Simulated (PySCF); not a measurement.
# Reading the logs of faulty runs: C2H6OSi

Calculated results; nothing here was measured. The program is PySCF 2.14.0, an open-source quantum chemistry code, run on an isolated molecule that a program drew, which may never have been made. The molecule is C2H6OSi (charge 0, singlet), drawn as the SMILES string `CCO[SiH]`.

Each row is a Hartree-Fock (HF) and frozen-core CCSD(T) single point in the cc-pV(D+d)Z basis, meant for a local HF minimum. Run 1 is clean. Each other run has one planted mistake out of seven kinds, and not every kind appears here: one electron removed, one electron added, multiplicity raised by two, geometry at a saddle point, minimal basis STO-3G, one bond length entered in bohr, all coordinates scaled. The reference is restricted for singlets and unrestricted otherwise, and also for a bond in bohr. Adding or removing an electron swaps singlet and doublet. Electrons count all cores. HOMO and LUMO are orbital energies over both spins, the gradient is its largest component, and the lowest frequency (negative if imaginary) is given only where the gradient is small. Bond lengths are over the 9 bonds as drawn. T1 is the CCSD diagnostic: over 0.02 (restricted) or 0.045 (unrestricted) a single reference is doubtful.

Geometry of the clean run:
```xyz
10
C2H6OSi, angstrom
C    -0.5826    1.4965   -0.2097
C    -1.1875    0.1180   -0.3802
O    -0.1762   -0.8270   -0.6543
Si   -0.0675   -1.7889   -1.9885
H    -1.3575    2.2212    0.0516
H     0.1678    1.4865    0.5824
H    -0.1010    1.8248   -1.1334
H    -1.9336    0.1224   -1.1821
H    -1.6904   -0.1911    0.5376
H     1.2180   -2.4854   -1.5767
```

```
run,electrons,basis functions,<S^2>,HOMO (eV),LUMO (eV),gradient (hartree/bohr),lowest frequency (cm^-1),mean bond (Å),longest bond (Å),T1,HF (hartree),CCSD(T) (hartree),mistake
1,40,95,0.000,-8.76,1.41,3.8e-05,70,1.2840,1.648,0.0151,-443.01690,-443.64109,no fault
2,40,30,0.000,-5.81,6.87,2.8e-02,-,1.2840,1.648,0.0196,-437.71702,-437.95313,minimal basis STO-3G
3,40,95,0.870,-7.24,1.16,8.9e-03,-,1.4342,2.870,0.0397,-442.93147,-443.54209,one bond length entered in bohr
4,39,95,0.770,-17.45,-6.91,6.6e-02,-,1.2840,1.648,0.0246,-442.73017,-443.33126,?
```

**Which mistake was planted in run 4, and what did it cost?**

It counts 39 electrons, one fewer than the clean run, at the same geometry and basis. So the mistake is: one electron removed. Subtracting run 1 and multiplying by 627.51 kcal/mol a hartree, the energy moved by 179.9 kcal/mol in HF and 194.4 kcal/mol in CCSD(T).

